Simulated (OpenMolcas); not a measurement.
## Nd4+: the spin-orbit constant, worked from levels

```yaml
Program: OpenMolcas 26.06
Basis: ANO-R2 [8s7p4d3f1g]
Scalar_Hamiltonian: X2C, finite nucleus
Active_space: 2 electrons in 14 orbitals (4f 5f)
State_averaging: 2S+1 = 3 even, 18 roots; 2S+1 = 1 even, 27 roots
Spin-orbit_coupling: state interaction with AMFI integrals over the reference wave functions, term energies averaged over their components
```

Methods: CASSCF; SS-CASPT2, IPEA 0.25 Eh, imaginary shift 0.1 Eh (closed shells correlated: 5s 5p). Measured levels: the list in Carvajal Gallego et al., Mon. Not. R. Astron. Soc. 518, 332 (2023).

**The spin-orbit constant.** For the Hund term 3H of f2, E(J) = (A/2) J(J+1) + constant and ζ = 2S·A = 2A. From J = 4 to J = 6 the energy changes by 11 A.

```csv
Source,E(6) - E(4),A,ζ
CASSCF,6098.5,554.4,1109
SS-CASPT2,6099.0,554.5,1109
measured,5743.4,522.1,1044
```

All in cm-1. SS-CASPT2 is off by +6.2 % and CASSCF by +6.2 %. Both methods take the spin-orbit matrix elements from the reference wave functions, so the second can move ζ only through the term energies and any multistate remixing. Second-order mixing with other terms is absorbed into this ζ.

CASPT2 does not keep the components of a term degenerate, so their means are used; among the terms shown or strongly mixed into the levels shown the widest spread is 28 cm-1 (4f2 3H, SS-CASPT2). Active for correlation alone: 5f; no level in the range computed is led by a configuration that fills it, so any true level of that kind is missing. Without dynamic correlation excited terms often stand tens of per cent too high (terms of higher spin than the ground term too low), and those without a measured partner can miss by more than the paired ones (holds for CASSCF). Computed and measured levels are paired by configuration, term and J; levels that our copy of the source lacks, or whose pairing is in doubt (as where it misses far off the trend of its configuration), stay unpaired and out of the deviations. Levels of configurations outside the active space are missing.
